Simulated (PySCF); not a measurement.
The dipole of `CCSCC(F)(F)F` from its density and from atomic charges.

Coordinates (GFN2-xTB, Å) and charges (e) from the PBE0/pcSseg-1 density (PySCF):

```tsv
atom	x	y	z	Mulliken	IAO	Hirshfeld	ESP-fitted
C1	-1.919	0.032	-0.392	-0.2741	-0.4228	-0.1228	-0.1913
C2	-1.175	0.835	0.656	-0.3760	-0.3331	-0.0705	-0.0491
S3	-0.125	-0.183	1.752	-0.0034	+0.0832	-0.0040	-0.1977
C4	1.041	-0.963	0.590	-0.4047	-0.4012	-0.1010	-0.5164
C5	1.958	0.020	-0.112	+0.7870	+0.8038	+0.2567	+0.6416
F6	2.476	0.944	0.700	-0.2543	-0.2733	-0.0918	-0.1905
F7	1.344	0.680	-1.109	-0.2725	-0.2882	-0.0825	-0.1685
F8	2.996	-0.620	-0.680	-0.2730	-0.2878	-0.1017	-0.2275
H9	-2.431	-0.813	0.064	+0.1247	+0.1480	+0.0385	+0.0712
H10	-2.660	0.667	-0.874	+0.1263	+0.1512	+0.0482	+0.0627
H11	-1.244	-0.334	-1.162	+0.1232	+0.1412	+0.0357	+0.0809
H12	-1.870	1.301	1.355	+0.1620	+0.1626	+0.0509	+0.1364
H13	-0.554	1.610	0.209	+0.1684	+0.1555	+0.0322	+0.0678
H14	0.502	-1.542	-0.159	+0.1782	+0.1704	+0.0512	+0.2003
H15	1.655	-1.627	1.198	+0.1882	+0.1903	+0.0608	+0.2801
```

Problem. Form Σ q r in debye for every column and set it beside the full dipole.

Solution. The full density gives (-1.77, -0.82, -0.53) D, 2.02 D in size; dipole vectors point from the negative to the positive end.

| scheme | μx | μy | μz | size (D) | share of the full size (%) | angle to the full dipole (°) |
| --- | --- | --- | --- | --- | --- | --- |
| Mulliken | -2.47 | -1.59 | 0.21 | 2.94 | 145 | 21 |
| IAO | -2.43 | -1.72 | 1.24 | 3.22 | 159 | 39 |
| Hirshfeld | -0.86 | -0.53 | 0.30 | 1.05 | 52 | 32 |
| ESP-fitted | -1.83 | -0.84 | -0.54 | 2.09 | 103 | 0 |

Problem. Which set comes closest?

Solution. Length of the difference vector: ESP-fitted 0.06 D, Hirshfeld 1.26 D, Mulliken 1.27 D, IAO 2.08 D. Closest: ESP-fitted. 

Problem. What is left for the Hirshfeld atoms' own dipoles?

Solution. The shares of the density sum to the whole, so what Σ q r misses lies in dipoles about the nuclei. The atomic dipoles sum to (-1.77, -0.82, -0.53) − (-0.86, -0.53, 0.30) = (-0.91, -0.29, -0.83) D, 1.26 D in size.

Problem. With the origin at the mean of the coordinates, (0.000, 0.001, 0.136) Å, which are the largest single terms, by size, of the ESP-fitted dipole along the direction of the full one?

Solution. C5 -5.11, F6 +2.47, F8 +2.36, C1 -1.66, C4 +1.58 D; all 15 atoms together +2.09 D. The single terms depend on the origin, their sum doesn't.

Problem. Give the size of the full dipole in other units.

Solution. 2.02 D = 0.796 au = 0.421 e·Å = 6.75 × 10⁻³⁰ C·m.

Isolated species at its GFN2-xTB geometry (one conformer only).

These values come from a run that also computed NMR shieldings. The run took 32 s of wall time on an Intel Xeon Platinum 8375C at 2.90 GHz with one thread, shared host with 64 logical CPUs at a one-minute load of 49, and the process peaked at 0.81 GiB of memory.

The values belong to the conformer `[CH3:1][CH2:2][S:3][CH2:4][C:5]([F:6])([F:7])[F:8]`: C1–C2–S3–C4 60°, C2–S3–C4–C5 65°, S3–C4–C5–F6 44°.
